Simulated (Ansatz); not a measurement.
Cartesian coordinates (Å):
```xyz
5

Nb     0.0502    -0.0867    -0.0539
O     -0.7495     1.1629     0.7582
H      1.4971     0.7455    -0.6745
H     -1.1568    -0.5609    -1.2741
H      0.3296    -1.2563     1.2593
```
Charge 0, spin multiplicity 1.

All values below come from frozen-core CCSD(T)/def2-TZVPP // TPSS-D3(BJ)/def2-SVP (Ansatz, an electronic-structure program).

```
Property                        Value
----------------------  -------------
HF energy               -132.98700 Ha
MP2 correlation energy    -0.73110 Ha
```

### Question
Estimate the CCSD correlation energy, the (T) correction, the total energy and the T1 diagnostic.

### Answer

The CCSD correlation energy is -0.71352 Ha. The (T) correction is -0.04096 Ha and the CCSD(T) total energy is -133.74148 Ha. The T1 diagnostic is 0.030.
